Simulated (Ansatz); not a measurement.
Consider the formal exchange of groups at the Al–C bond: `[AlH2][C]1(Cl)BO1` + `ClCCl` → `[AlH2][CH2]Cl` + `ClC1(Cl)BO1`.

Calculated with Ansatz (gas phase, PBE0-D4/def2-TZVP geometries, no zero-point term in ΔE). CCSD(T)/CBS is the MP2 limit (def2-TZVPP, def2-QZVPP) plus CCSD(T) − MP2 in def2-TZVPP, frozen cores. This one scheme is used for every species. Functionals use def2-TZVPP.

| level | ΔE (eV) |
| --- | --- |
| LDA (SPW92) | 0.05 |
| ωB97M-V | 0.10 |
| B2PLYP | 0.14 |
| SCS-MP2/def2-TZVPP | 0.13 |

Question: What does CCSD(T)/CBS give? (Estimate.)

Answer: The calculation gave: +0.14 eV. The listed levels differ from it by -0.09, -0.04, 0.00, -0.01 eV.

Largest T1 diagnostic among the species: 0.015.

Leaving LDA and LC-ωPBE aside and taking each functional with its dispersion term where it has one, the values, not all of them listed here, spread over 0.07 eV, from ωB97M-V to BLYP-D4. LDA lies −0.07 eV from PBE without D4. From BLYP to BHLYP (50 % exact exchange), in def2-TZVPP and without D4, ΔE moves by −0.04 eV. At CCSD(T), def2-SVP lies −0.04 eV from the extrapolated value and def2-TZVPP −0.00 eV.
